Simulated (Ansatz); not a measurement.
`C[O][Ti]([F])([F])[SeH]`. Total charge 0; spin multiplicity 1. Correlated methods include outer-core shells of Se, Ti, which these sets cover unevenly. Scalar relativity is left out up to krypton.

```json
{"atom": "C1", "x (Å)": "1.116", "y (Å)": "1.665", "z (Å)": "0.071"}
{"atom": "O2", "x (Å)": "0.296", "y (Å)": "0.536", "z (Å)": "0.112"}
{"atom": "Ti3", "x (Å)": "-0.770", "y (Å)": "-0.810", "z (Å)": "0.332"}
{"atom": "F4", "x (Å)": "-2.448", "y (Å)": "-0.304", "z (Å)": "0.472"}
{"atom": "F5", "x (Å)": "-0.348", "y (Å)": "-1.758", "z (Å)": "1.752"}
{"atom": "Se6", "x (Å)": "-0.434", "y (Å)": "-2.109", "z (Å)": "-1.691"}
{"atom": "H7", "x (Å)": "0.505", "y (Å)": "2.569", "z (Å)": "0.121"}
{"atom": "H8", "x (Å)": "1.682", "y (Å)": "1.666", "z (Å)": "-0.864"}
{"atom": "H9", "x (Å)": "1.813", "y (Å)": "1.648", "z (Å)": "0.912"}
{"atom": "H10", "x (Å)": "-1.411", "y (Å)": "-3.104", "z (Å)": "-1.215"}
```

Problem. Give the diagnostics of a CCSD(T)/def2-TZVPP run (frozen core, Ansatz 0.2.0). (Best estimate.)

Solution. Computed: T1 = 0.0222, largest single amplitude 0.054, largest double 0.038, (T) share of the correlation energy 4.4 %, 15 CCSD cycles. The RHF solution is stable towards an unrestricted one. T1 lies over the customary mark of 0.02 for closed shells; compounds of d metals often pass it without a breakdown.
